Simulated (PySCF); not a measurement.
Species: C₆H₉O (doublet state).
Atom-mapped SMILES: `[CH2:1][C@@H:2]1[CH2:3][CH2:4][CH2:5][C:6]1=[O:7]` (hydrogens: H8, H9 on C1; H10 on C2; H11, H12 on C3; H13, H14 on C4; H15, H16 on C5)

Geometry (GFN2-xTB, Å), atoms numbered from 1 in this order:
```
atom  x, y, z in Å
C1     1.9330    0.1008    0.1606
C2     0.7677   -0.7773    0.1301
C3    -0.1219   -0.6537   -1.1091
C4    -1.3913    0.0846   -0.6556
C5    -0.9598    0.8951    0.5643
C6     0.0463    0.0000    1.2518
O7     0.2390   -0.1142    2.4359
H8     2.7223   -0.0693    0.8668
H9     1.9383    1.0169   -0.3991
H10    0.9908   -1.7979    0.4389
H11    0.3959   -0.0804   -1.8788
H12   -0.3583   -1.6325   -1.5229
H13   -2.1551   -0.6350   -0.3569
H14   -1.8043    0.7093   -1.4461
H15   -1.7787    1.1368    1.2399
H16   -0.4715    1.8258    0.2687
```

The hyperfine couplings belong to this conformer and change with its torsions.

Theory: PySCF, UKS B3LYP, pcH-1 on C H O, non-relativistic, mean-field spin-orbit, GIAO. Geometry: GFN2-xTB, one conformer, isolated molecule. Couplings are sensitive to structure, and on GFN2-xTB geometries they can be far from those on DFT ones. The SCF solution wasn't tested for stability.

**Question.** Predict the first-order ENDOR lines of H8/H9, H10, H16, H15, H11 and H14 under fast tumbling at B = 1211.8 mT (Q band).

**Answer.** For S = 1/2 in fast tumbling each set of equivalent nuclei gives two lines, ν± = |νn ± a/2| to first order, with νn = g_N μN B/h and μN/h = 7.62259 MHz/T.

```tsv
nuclei	isotope	g_N	νn (MHz)	a_iso (MHz)	lower line (MHz)	upper line (MHz)
H8/H9	1H	5.5857	51.60	-57.58	22.80	80.39
H10	1H	5.5857	51.60	48.89	27.15	76.04
H16	1H	5.5857	51.60	8.05	47.57	55.62
H15	1H	5.5857	51.60	-3.19	50.00	53.19
H11	1H	5.5857	51.60	-2.49	50.35	52.84
H14	1H	5.5857	51.60	-1.04	51.08	52.11
```

**Question.** Which pairs are centred on the nuclear Larmor frequency, and which on half the coupling?

**Answer.** Centred on νn, since |a| < 2νn: H8/H9, H10, H16, H15, H11 and H14. No pair has |a| > 2νn.

Class means assume fast exchange of nuclei equivalent by connectivity; if that motion is slow, each nucleus keeps its own coupling.

The Mulliken spin populations are largest on C1 (+0.96), O7 (+0.12) and C2 (-0.07). No atom but C1 exceeds +0.15. The positive populations add up to 1.15 and the negative ones to -0.15, together 2S = 1. The angles at C1 add up to 359.2°, so it is planar; its axial dipolar tensor and the negative couplings of its protons fit spin in a p orbital normal to that plane.

Time: 52 s wall (with the writing of density and orbital grids); peak memory 0.97 GiB. Hardware: an Arm Neoverse V2 with one thread, shared host with 96 logical CPUs at a one-minute load of 29.
